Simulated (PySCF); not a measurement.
CH₃S, SMILES [CH2]S, multiplicity 2.

Geometry: PBE-D3(BJ)/def2-TZVP. The isomer is the one that the SMILES or the coordinates give; other isomers of the formula were not compared.

The numbers are results of PBE-D3(BJ)/def2-TZVP (PySCF), not measurements.

Frequencies are harmonic and unscaled.

Computed vibrational spectrum:
```
mode  ν (cm⁻¹)  IR (km/mol)  moving atoms (share of kinetic energy)
----  --------  -----------  --------------------------------------
1           56         24.8                          H 85 %, C 13 %
2          334         69.9                          H 90 %, C 10 %
3          757          2.8                           H 84 %, C 8 %
4          845          1.4                  C 54 %, S 23 %, H 23 %
5         1035          5.5                          H 81 %, C 14 %
6         1357          0.5                          H 89 %, C 11 %
7         2613          0.7                                  H 97 %
8         3119          1.4                                  H 96 %
9         3244          0.1                          H 89 %, C 11 %
```
